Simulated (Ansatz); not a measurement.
Si2NH7S, singlet: at a first-order saddle point.

in.yaml

```yaml
crystal:
  periodic: [false, false, false]
  atoms:
    - {symbol: Si, position_ang: [-0.338388, 0.281057, -0.701779]}
    - {symbol: N, position_ang: [1.341237, 0.936986, -0.330110]}
    - {symbol: S, position_ang: [0.419679, -0.742489, -2.327607]}
    - {symbol: H, position_ang: [1.478257, 0.200224, -1.440278]}
    - {symbol: H, position_ang: [-1.182645, 1.487675, -0.936090]}
    - {symbol: Si, position_ang: [-1.136947, -0.957353, 1.118285]}
    - {symbol: H, position_ang: [1.491625, 1.937324, -0.400194]}
    - {symbol: H, position_ang: [1.832132, 0.569803, 0.476913]}
    - {symbol: H, position_ang: [-0.050526, -1.855498, 1.597422]}
    - {symbol: H, position_ang: [-2.300033, -1.780836, 0.697407]}
    - {symbol: H, position_ang: [-1.554390, -0.076891, 2.246032]}
basis:
  gaussian: {orbitals: "def2-QZVPP.json"}
correlation: {method: mp2}
```

The basis file named in the input lies beside it (Basis Set Exchange, JSON).

Launched with

```bash
ansatz run in.yaml --threads 4 --pin off --events-out ev --progress --plain --max-ram 9574MiB
```

The run's output (Ansatz 0.2.0):

```
Functional definition: HF
  name "HF"
  cite "Fock, Z. Phys. 61, 126 (1930) doi:10.1007/BF01340294"
  parent pbe
  exchange = exact_x
  correlation = 0
2805 factors; integrals over basis functions are off by at most 1.1e-3 eV
mean field evaluation 1: about -28133.5808 eV, gradient 3.3e1 eV
mean field evaluation 2: about -28133.7230 eV, gradient 3.3e1 eV
mean field evaluation 4: about -28136.7002 eV, gradient 3.8e0 eV
mean field evaluation 8: about -28136.7666 eV, gradient 2.8e-1 eV
mean field -28136.76720804 eV, -1034.0071231097 hartree, gradient 6.5e-6 eV, S^2 0.000000; 0 other end points of the search recorded, 0 dependent functions left out
16 core orbitals not correlated: weight in the atoms' cores, before any rotation towards them, 1.000 or more for the frozen orbitals, at most 0.000 for the correlated occupied ones
reference -28136.76720804 eV, -1034.0071231097 hartree; 13, 13 occupied and 448, 448 virtual orbitals, 2805 factors
second order -19.56790401 eV of doubles, -0.00000000 eV of singles
Total energy: -28156.33511205 eV, -1034.7262303183 hartree
```

Hardware: 4 CPU threads of an Arm Neoverse V2, shared host. Wall time 20 s; peak host memory 2.8 GiB.
